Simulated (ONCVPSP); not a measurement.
## LDA (Perdew-Zunger) ONCV dataset for Rh (Z = 45), fully relativistic all-electron reference.

ONCVPSP 4.0.1 input, shortened (lines: element, Z, core and valence counts, functional; n l f; lmax; l rc ep ncon nbas qcut; lloc lpopt rc5 dvloc0; l nproj debl; icmod fcfact rcfact), LDA (Perdew-Zunger), fully relativistic:

```
  Rh 45.00    6    3        3      upf
    1    0    2.00
    2    0    2.00
    2    1    6.00
    3    0    2.00
    3    1    6.00
    3    2   10.00
    4    0    2.00
    4    1    6.00
    4    2    9.00
    2
    0    1.15    0.00    5    8    7.20
    1    1.75    0.00    4    8    9.50
    2    1.65    0.00    4    9    9.50
    4    5    1.05   -1.00
    0    1    3.40
    1    2    3.60
    2    2    0.40
    0    0.00    0.00
```

Open shells are filled in proportion to 2j + 1.

All-electron outer shells of the reference configuration (LDA (Perdew-Zunger), scalar-relativistic, ld1.x):

```json
{"shell": "4s", "level (eV)": "-79.53", "outermost node (bohr)": "0.47", "outermost maximum (bohr)": "0.88"}
{"shell": "4p", "level (eV)": "-47.61", "outermost node (bohr)": "0.47", "outermost maximum (bohr)": "0.94"}
{"shell": "4d", "level (eV)": "-3.85", "outermost node (bohr)": "0.46", "outermost maximum (bohr)": "1.15"}
```

Results:

- Cutoffs needed: 99 Ha and 123 Ha (the cutoffs (Ha) at which the residual kinetic energy of the hardest occupied pseudo-wave falls to 1 and 0.1 mHa per electron)
- Ghost test: no bound ghost flagged; GHOST(+) flagged for s at 25.3 eV
- Configuration tests: 1 of 4 tests not solved or not reliable

Generation and tests took about 9.1 s on one core of a shared server CPU.
